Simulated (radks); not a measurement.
Cr XIV, 11 electrons, occupied as [Ne] 3s1 (the NIST ground configuration).

Method: non-relativistic Kohn-Sham, LDA (Slater exchange, Perdew-Wang correlation), spin-polarised, spherical densities, point nucleus; open shells are filled with parallel spins first; computed with a radial shooting solver on a logarithmic mesh with Libxc functionals.

Energy parts (eV):
total: -26376.406
kinetic: 26354.176
electron-nucleus: -58051.834
Hartree: 6290.833
exchange-correlation: -969.581

Orbitals (lengths in bohr, moments of r in powers of bohr):
orbital  occ.  eigenvalue (eV)   <1/r>
1s up       1        -6208.961   23.49
1s down     1        -6208.092   23.49
2s up       1        -1022.767   5.035
2s down     1        -1021.723   5.038
2p up       3        -928.7730   4.987
2p down     3        -927.8172   4.990
3s up       1        -370.0428   1.912
3s down     0        -363.1744   1.915
3p up       0        -341.5774   1.856
3p down     0        -334.9442   1.860
3d up       0        -299.9329   1.712
3d down     0        -294.2302   1.724
4s up       0        -187.3650   1.010
4s down     0        -185.0211  0.9967
4f up       0        -154.8328  0.8870
4f down     0        -150.5443  0.8641

The highest occupied level is 3s up at -370.04 eV. Virial ratio -V/T = 2.00084. The electron density at the nucleus is 9277 e/bohr^3. Spin moment in Bohr magnetons: 1. The density falls to 0.001 e/bohr^3 at r = 1.58 bohr. Summed over all electrons, <r^2> = 1.342 bohr^2, which gives a Langevin (diamagnetic) susceptibility term of -1.06 x 10^-6 cm^3/mol.
